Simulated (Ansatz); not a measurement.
Ansatz (a first-principles code) input (B3LYP-D3(BJ)/def2-TZVP):

Ansatz 0.2 input:
```yaml
crystal:
  periodic: [false, false, false]
  atoms:
    - {symbol: C, position_ang: [-1.58722249, -0.80952914, -0.38908962]}
    - {symbol: C, position_ang: [-0.48787175, 0.05899575, 0.21979378]}
    - {symbol: C, position_ang: [-0.42384481, 1.43919865, -0.42801241]}
    - {symbol: C, position_ang: [0.86316285, -0.65570489, 0.11768014]}
    - {symbol: O, position_ang: [1.92475347, -0.02209898, 0.68583766]}
    - {symbol: H, position_ang: [-2.56300861, -0.33247512, -0.28641935]}
    - {symbol: H, position_ang: [-1.64188098, -1.78829026, 0.09315440]}
    - {symbol: H, position_ang: [-1.40967196, -0.97163039, -1.45621544]}
    - {symbol: H, position_ang: [-0.69486554, 0.18551367, 1.28812278]}
    - {symbol: H, position_ang: [-0.25903882, 1.35279358, -1.50626041]}
    - {symbol: H, position_ang: [0.39196110, 2.02755006, -0.00737432]}
    - {symbol: H, position_ang: [-1.35544788, 1.98720571, -0.27682986]}
    - {symbol: H, position_ang: [0.80810495, -1.69410506, 0.49404897]}
    - {symbol: H, position_ang: [1.14047726, -0.78753250, -0.95115926]}
basis:
  gaussian:
    orbitals: def2-TZVP
hamiltonian:
  xc: b3lyp
  dispersion: d3bj
magnetization: {spin_polarized: true, initial_magnetization: 1}
phonons: {temperatures: {t_min: 298.15, t_max: 298.15, t_step: 100}}
```

Output:

```
Functional definition: B3LYP
integrals: 0.12 GiB planned
1267 factors; their error is unknown
0.31 GiB of the device are held for the grids
1.02 GiB of device memory are held for the factors and their scratch space
mean field: 1.22 GiB planned
mean field evaluation 1: about -6330.8482 eV, gradient 5.1e1 eV
mean field evaluation 2: about -6323.0467 eV, gradient 6.3e1 eV
mean field evaluation 4: about -6342.8344 eV, gradient 3.3e0 eV
mean field evaluation 8: about -6342.8802 eV, gradient 1.2e-1 eV
mean field evaluation 16: about -6342.8513 eV, gradient 1.8e-2 eV
mean field evaluation 32: about -6342.8514 eV, gradient 1.7e-5 eV
mean field -6342.85135958 eV, -233.0954881255 hartree, gradient 3.5e-6 eV, S^2 0.753858; 2 other end points of the search recorded, 0 dependent functions left out
the calculation of the forces begins
reference -6342.85164465 eV, -233.0954986016 hartree; 21, 20 occupied and 188, 189 virtual orbitals, 1267 factors
these checks for a lower state are left out or cut short: stability, starts, cluster_reference, orbital_swaps, neighbouring_geometries, increment
integrals: 0.12 GiB planned
1267 factors; their error is unknown
0.31 GiB of the device are held for the grids
1.02 GiB of device memory are held for the factors and their scratch space
mean field: 1.22 GiB planned
mean field -6342.85115246 eV, -233.0954805140 hartree, gradient 2.2e-6 eV, S^2 0.753858; 0 other end points of the search recorded, 0 dependent functions left out
the calculation of the forces begins
reference -6342.85143756 eV, -233.0954909913 hartree; 21, 20 occupied and 188, 189 virtual orbitals, 1267 factors
these checks for a lower state are left out or cut short: stability, starts, cluster_reference, orbital_swaps, neighbouring_geometries, increment
integrals: 0.12 GiB planned
1267 factors; their error is unknown
0.31 GiB of the device are held for the grids
1.02 GiB of device memory are held for the factors and their scratch space
mean field: 1.22 GiB planned
mean field -6342.85125233 eV, -233.0954841841 hartree, gradient 1.6e-6 eV, S^2 0.753858; 0 other end points of the search recorded, 0 dependent functions left out
the calculation of the forces begins
reference -6342.85153737 eV, -233.0954946590 hartree; 21, 20 occupied and 188, 189 virtual orbitals, 1267 factors
these checks for a lower state are left out or cut short: stability, starts, cluster_reference, orbital_swaps, neighbouring_geometries, increment
integrals: 0.12 GiB planned
1267 factors; their error is unknown
0.31 GiB of the device are held for the grids
1.02 GiB of device memory are held for the factors and their scratch space
mean field: 1.22 GiB planned
mean field evaluation 64: about -6342.8512 eV, gradient 1.7e-6 eV
mean field -6342.85116652 eV, -233.0954810306 hartree, gradient 1.7e-6 eV, S^2 0.753858; 0 other end points of the search recorded, 0 dependent functions left out
the calculation of the forces begins
reference -6342.85145162 eV, -233.0954915079 hartree; 21, 20 occupied and 188, 189 virtual orbitals, 1267 factors
these checks for a lower state are left out or cut short: stability, starts, cluster_reference, orbital_swaps, neighbouring_geometries, increment
integrals: 0.12 GiB planned
1267 factors; their error is unknown
0.31 GiB of the device are held for the grids
1.02 GiB of device memory are held for the factors and their scratch space
mean field: 1.22 GiB planned
[...]
mean field evaluation 608: about -6342.8513 eV, gradient 1.0e-6 eV
mean field -6342.85131856 eV, -233.0954866180 hartree, gradient 1.0e-6 eV, S^2 0.753858; 0 other end points of the search recorded, 0 dependent functions left out
the calculation of the forces begins
reference -6342.85160365 eV, -233.0954970948 hartree; 21, 20 occupied and 188, 189 virtual orbitals, 1267 factors
these checks for a lower state are left out or cut short: stability, starts, cluster_reference, orbital_swaps, neighbouring_geometries, increment
integrals: 0.12 GiB planned
1267 factors; their error is unknown
0.31 GiB of the device are held for the grids
1.02 GiB of device memory are held for the factors and their scratch space
mean field: 1.22 GiB planned
mean field -6342.85125261 eV, -233.0954841943 hartree, gradient 1.6e-6 eV, S^2 0.753852; 0 other end points of the search recorded, 0 dependent functions left out
the calculation of the forces begins
reference -6342.85153764 eV, -233.0954946692 hartree; 21, 20 occupied and 188, 189 virtual orbitals, 1267 factors
these checks for a lower state are left out or cut short: stability, starts, cluster_reference, orbital_swaps, neighbouring_geometries, increment
integrals: 0.12 GiB planned
1267 factors; their error is unknown
0.31 GiB of the device are held for the grids
1.02 GiB of device memory are held for the factors and their scratch space
mean field: 1.22 GiB planned
mean field -6342.85130335 eV, -233.0954860592 hartree, gradient 1.0e-6 eV, S^2 0.753864; 0 other end points of the search recorded, 0 dependent functions left out
the calculation of the forces begins
reference -6342.85158846 eV, -233.0954965366 hartree; 21, 20 occupied and 188, 189 virtual orbitals, 1267 factors
these checks for a lower state are left out or cut short: stability, starts, cluster_reference, orbital_swaps, neighbouring_geometries, increment
integrals: 0.12 GiB planned
1267 factors; their error is unknown
0.31 GiB of the device are held for the grids
1.02 GiB of device memory are held for the factors and their scratch space
mean field: 1.22 GiB planned
mean field -6342.85134687 eV, -233.0954876586 hartree, gradient 1.9e-6 eV, S^2 0.753856; 0 other end points of the search recorded, 0 dependent functions left out
the calculation of the forces begins
reference -6342.85163195 eV, -233.0954981350 hartree; 21, 20 occupied and 188, 189 virtual orbitals, 1267 factors
these checks for a lower state are left out or cut short: stability, starts, cluster_reference, orbital_swaps, neighbouring_geometries, increment
integrals: 0.12 GiB planned
1267 factors; their error is unknown
0.31 GiB of the device are held for the grids
1.02 GiB of device memory are held for the factors and their scratch space
mean field: 1.22 GiB planned
mean field evaluation 640: about -6342.8513 eV, gradient 8.9e-7 eV
mean field -6342.85132801 eV, -233.0954869654 hartree, gradient 1.0e-6 eV, S^2 0.753861; 0 other end points of the search recorded, 0 dependent functions left out
the calculation of the forces begins
reference -6342.85161307 eV, -233.0954974412 hartree; 21, 20 occupied and 188, 189 virtual orbitals, 1267 factors
these checks for a lower state are left out or cut short: stability, starts, cluster_reference, orbital_swaps, neighbouring_geometries, increment
integrals: 0.12 GiB planned
1267 factors; their error is unknown
0.31 GiB of the device are held for the grids
1.02 GiB of device memory are held for the factors and their scratch space
mean field: 1.22 GiB planned
mean field -6342.85137529 eV, -233.0954887030 hartree, gradient 1.0e-6 eV, S^2 0.753859; 0 other end points of the search recorded, 0 dependent functions left out
the calculation of the forces begins
reference -6342.85166038 eV, -233.0954991797 hartree; 21, 20 occupied and 188, 189 virtual orbitals, 1267 factors
these checks for a lower state are left out or cut short: stability, starts, cluster_reference, orbital_swaps, neighbouring_geometries, increment
integrals: 0.12 GiB planned
1267 factors; their error is unknown
0.31 GiB of the device are held for the grids
1.02 GiB of device memory are held for the factors and their scratch space
mean field: 1.22 GiB planned
mean field -6342.85130630 eV, -233.0954861674 hartree, gradient 1.8e-6 eV, S^2 0.753857; 0 other end points of the search recorded, 0 dependent functions left out
the calculation of the forces begins
reference -6342.85159135 eV, -233.0954966429 hartree; 21, 20 occupied and 188, 189 virtual orbitals, 1267 factors
these checks for a lower state are left out or cut short: stability, starts, cluster_reference, orbital_swaps, neighbouring_geometries, increment
integrals: 0.12 GiB planned
1267 factors; their error is unknown
0.31 GiB of the device are held for the grids
1.02 GiB of device memory are held for the factors and their scratch space
mean field: 1.22 GiB planned
mean field -6342.85133000 eV, -233.0954870386 hartree, gradient 1.1e-6 eV, S^2 0.753853; 0 other end points of the search recorded, 0 dependent functions left out
the calculation of the forces begins
reference -6342.85161506 eV, -233.0954975144 hartree; 21, 20 occupied and 188, 189 virtual orbitals, 1267 factors
these checks for a lower state are left out or cut short: stability, starts, cluster_reference, orbital_swaps, neighbouring_geometries, increment
integrals: 0.12 GiB planned
1267 factors; their error is unknown
0.31 GiB of the device are held for the grids
1.02 GiB of device memory are held for the factors and their scratch space
mean field: 1.22 GiB planned
mean field evaluation 672: about -6342.8514 eV, gradient 4.6e-4 eV
mean field -6342.85136849 eV, -233.0954884528 hartree, gradient 1.1e-6 eV, S^2 0.753863; 0 other end points of the search recorded, 0 dependent functions left out
the calculation of the forces begins
reference -6342.85165357 eV, -233.0954989293 hartree; 21, 20 occupied and 188, 189 virtual orbitals, 1267 factors
these checks for a lower state are left out or cut short: stability, starts, cluster_reference, orbital_swaps, neighbouring_geometries, increment
integrals: 0.12 GiB planned
1267 factors; their error is unknown
0.31 GiB of the device are held for the grids
1.02 GiB of device memory are held for the factors and their scratch space
mean field: 1.22 GiB planned
mean field -6342.85126526 eV, -233.0954846592 hartree, gradient 2.4e-6 eV, S^2 0.753845; 0 other end points of the search recorded, 0 dependent functions left out
the calculation of the forces begins
reference -6342.85155028 eV, -233.0954951336 hartree; 21, 20 occupied and 188, 189 virtual orbitals, 1267 factors
these checks for a lower state are left out or cut short: stability, starts, cluster_reference, orbital_swaps, neighbouring_geometries, increment
integrals: 0.12 GiB planned
1267 factors; their error is unknown
0.31 GiB of the device are held for the grids
1.02 GiB of device memory are held for the factors and their scratch space
mean field: 1.22 GiB planned
mean field -6342.85128822 eV, -233.0954855030 hartree, gradient 3.2e-6 eV, S^2 0.753872; 0 other end points of the search recorded, 0 dependent functions left out
the calculation of the forces begins
reference -6342.85157334 eV, -233.0954959809 hartree; 21, 20 occupied and 188, 189 virtual orbitals, 1267 factors
Total energy: -6343.30208881 eV, -233.1120521191 hartree
Atom 0 at    -1.587222    -0.809529    -0.389090 Å, force    -0.000012     0.000189    -0.000276 eV/Å
Atom 1 at    -0.487872     0.058996     0.219794 Å, force    -0.000236    -0.000717     0.000272 eV/Å
Atom 2 at    -0.423845     1.439199    -0.428012 Å, force     0.000200     0.000077    -0.000280 eV/Å
Atom 3 at     0.863163    -0.655705     0.117680 Å, force     0.000045     0.000740     0.000160 eV/Å
Atom 4 at     1.924753    -0.022099     0.685838 Å, force    -0.000234     0.000372     0.000158 eV/Å
Atom 5 at    -2.563009    -0.332475    -0.286419 Å, force     0.000028    -0.000011    -0.000021 eV/Å
Atom 6 at    -1.641881    -1.788290     0.093154 Å, force     0.000024     0.000124     0.000240 eV/Å
Atom 7 at    -1.409672    -0.971630    -1.456215 Å, force    -0.000127     0.000052    -0.000037 eV/Å
Atom 8 at    -0.694866     0.185514     1.288123 Å, force     0.000270     0.000076    -0.000108 eV/Å
Atom 9 at    -0.259039     1.352794    -1.506260 Å, force     0.000038    -0.000032     0.000323 eV/Å
Atom 10 at     0.391961     2.027550    -0.007374 Å, force    -0.000158    -0.000174    -0.000084 eV/Å
Atom 11 at    -1.355448     1.987206    -0.276830 Å, force     0.000172    -0.000052     0.000042 eV/Å
Atom 12 at     0.808105    -1.694105     0.494049 Å, force    -0.000001    -0.000358    -0.000327 eV/Å
Atom 13 at     1.140477    -0.787532    -0.951159 Å, force    -0.000011    -0.000287    -0.000063 eV/Å
Dipole moment:    -0.348115    -0.168882    -0.169036 e Å
Vibrations: 124.15 219.58 236.16 263.59 341.19 396.35 468.29 505.84 823.75 925.84 937.19 972.63 1011.36 1063.12 1139.16 1194.37 1222.03 1314.78 1339.51 1353.91 1376.50 1403.67 1423.72 1489.21 1493.35 1503.15 1511.52 2846.19 2904.54 3013.31 3020.61 3026.36 3077.89 3085.29 3095.67 3108.49 cm⁻¹, zero-point energy 3.299981 eV
```

It need not be the lowest isomer of its formula.
